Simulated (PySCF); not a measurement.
# How methods differ on the ionisation energy of Ti⁸⁺

Ti⁸⁺ [Ne] 3s2 3p2 (3P) → Ti⁹⁺ [Ne] 3s2 3p1 (2P), as a difference of total energies. All numbers are calculated (PySCF 2.14, scalar relativity by spin-free X2C-1e, in an even-tempered Gaussian basis (19 s from 0.32 bohr⁻², ratio 2.5; 12 p from 0.42 bohr⁻², ratio 2.5; 5 d from 2.8 bohr⁻², ratio 2.7; 5 f from 4.2 bohr⁻², ratio 2.7)). Correlated levels: outer shells: 1s2 frozen; virtual orbitals above 40 to 60 times the deepest correlated orbital energy dropped. The calculations carry no spin-orbit coupling.

```tsv
method	ionisation energy (eV)
UHF	191.38
LDA	192.40
PBE	192.34
PBE0	192.37
r2SCAN	192.64
TPSSh	192.45
MN15	193.36
MP2 (outer shells)	191.95
SCS-MP2 (outer shells)	191.82
```

How much does correlation contribute at MP2 (outer shells)?

191.95 − (191.38) = 0.57 eV, measured against UHF.

A first-order spin-orbit estimate (lowest level to lowest level, LS coupling) adds -0.034 eV.

For comparison: 192.1 ± 0.4 eV (semi-empirical (NIST evaluation); NIST Atomic Spectra Database, ionization energies).
